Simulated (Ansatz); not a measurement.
Level of theory: Ansatz (an electronic-structure program) with B3LYP-D3(BJ)/def2-TZVP. No frequencies were computed at this level.

Ansatz 0.2 input:
```yaml
crystal:
  periodic: [false, false, false]
  atoms:
    - { symbol: F, position_ang: [1.549545, -0.298933, 0.235202] }
    - { symbol: Ge, position_ang: [-0.135088, 0.026056, -0.020557] }
    - { symbol: H, position_ang: [-0.126397, 1.277489, -0.834698] }
    - { symbol: H, position_ang: [-0.672019, 0.183825, 1.363467] }
    - { symbol: H, position_ang: [-0.616042, -1.188437, -0.743414] }
basis:
  gaussian: { orbitals: def2-tzvp }
hamiltonian:
  xc: b3lyp
  dispersion: d3bj
relax:
  max_steps: 150
```

Output:

```
Functional definition: B3LYP
677 factors; their error is unknown
mean field evaluation 1: about -59284.9017 eV, gradient 4.1e1 eV
mean field evaluation 2: about -59279.3648 eV, gradient 7.6e1 eV
mean field evaluation 4: about -59287.0020 eV, gradient 2.3e0 eV
mean field evaluation 8: about -59287.2283 eV, gradient 1.2e-2 eV
mean field -59287.22825419 eV, -2178.7654520148 hartree, gradient 5.5e-5 eV, S^2 0.000000; 0 other end points of the search recorded, 0 dependent functions left out
reference -59287.22845665 eV, -2178.7654594551 hartree; 22, 22 occupied and 75, 75 virtual orbitals, 677 factors
relax step   1: F+E_penalty+E_count = -59287.32082500 eV  Δ(F+E_penalty+E_count) = +0.000e0 eV  max|allowed force component| = 7.539e-1 eV/Å  Δτ_max = 0.0000 Å  (22 SCF iters, accepted)
these checks for a lower state are left out or cut short: starts, cluster_reference, orbital_swaps, neighbouring_geometries, increment
677 factors; their error is unknown
mean field evaluation 16: about -59287.3033 eV, gradient 1.1e-1 eV
mean field -59287.30328725 eV, -2178.7682094288 hartree, gradient 2.1e-5 eV, S^2 0.000000; 0 other end points of the search recorded, 0 dependent functions left out
reference -59287.30349188 eV, -2178.7682169488 hartree; 22, 22 occupied and 75, 75 virtual orbitals, 677 factors
relax step   2: F+E_penalty+E_count = -59287.39524143 eV  Δ(F+E_penalty+E_count) = -7.442e-2 eV  max|allowed force component| = 1.304e-1 eV/Å  Δτ_max = 0.0616 Å  (27 SCF iters, accepted)
these checks for a lower state are left out or cut short: starts, cluster_reference, orbital_swaps, neighbouring_geometries, increment
677 factors; their error is unknown
mean field -59287.30502289 eV, -2178.7682732126 hartree, gradient 1.7e-5 eV, S^2 0.000000; 0 other end points of the search recorded, 0 dependent functions left out
reference -59287.30522787 eV, -2178.7682807453 hartree; 22, 22 occupied and 75, 75 virtual orbitals, 677 factors
relax step   3: F+E_penalty+E_count = -59287.39689535 eV  Δ(F+E_penalty+E_count) = -1.654e-3 eV  max|allowed force component| = 5.780e-2 eV/Å  Δτ_max = 0.0085 Å  (27 SCF iters, accepted)
these checks for a lower state are left out or cut short: starts, cluster_reference, orbital_swaps, neighbouring_geometries, increment
677 factors; their error is unknown
mean field -59287.30509574 eV, -2178.7682758896 hartree, gradient 8.2e-5 eV, S^2 0.000000; 0 other end points of the search recorded, 0 dependent functions left out
reference -59287.30530075 eV, -2178.7682834238 hartree; 22, 22 occupied and 75, 75 virtual orbitals, 677 factors
relax step   4: F+E_penalty+E_count = -59287.39695814 eV  Δ(F+E_penalty+E_count) = -6.279e-5 eV  max|allowed force component| = 1.730e-2 eV/Å  Δτ_max = 0.0016 Å  (18 SCF iters, accepted)
these checks for a lower state are left out or cut short: starts, cluster_reference, orbital_swaps, neighbouring_geometries, increment
677 factors; their error is unknown
mean field evaluation 32: about -59287.0832 eV, gradient 1.2e-1 eV
mean field -59287.30510119 eV, -2178.7682760901 hartree, gradient 3.0e-5 eV, S^2 0.000000; 0 other end points of the search recorded, 0 dependent functions left out
reference -59287.30530621 eV, -2178.7682836245 hartree; 22, 22 occupied and 75, 75 virtual orbitals, 677 factors
relax step   5: F+E_penalty+E_count = -59287.39696305 eV  Δ(F+E_penalty+E_count) = -4.911e-6 eV  max|allowed force component| = 3.436e-4 eV/Å  Δτ_max = 0.0004 Å  (17 SCF iters, accepted)
677 factors; their error is unknown
mean field -59287.30510119 eV, -2178.7682760901 hartree, gradient 3.0e-5 eV, S^2 0.000000; 1 other end points of the search recorded, 0 dependent functions left out
reference -59287.30530621 eV, -2178.7682836245 hartree; 22, 22 occupied and 75, 75 virtual orbitals, 677 factors
Total energy: -59287.39716807 eV, -2178.7716594854 hartree
Atom 0 at     1.610811    -0.310768     0.244844 Å, force    -0.000031     0.000013    -0.000014 eV/Å
Atom 1 at    -0.092384     0.017824    -0.014044 Å, force     0.000344    -0.000080     0.000075 eV/Å
Atom 2 at    -0.156076     1.301816    -0.851683 Å, force    -0.000109    -0.000019     0.000001 eV/Å
Atom 3 at    -0.709404     0.191903     1.379981 Å, force    -0.000104     0.000029    -0.000047 eV/Å
Atom 4 at    -0.652948    -1.200775    -0.759099 Å, force    -0.000100     0.000057    -0.000015 eV/Å
Dipole moment:    -0.442492     0.085368    -0.067260 e Å
```

Cost: about 9 core-seconds (a rough figure).
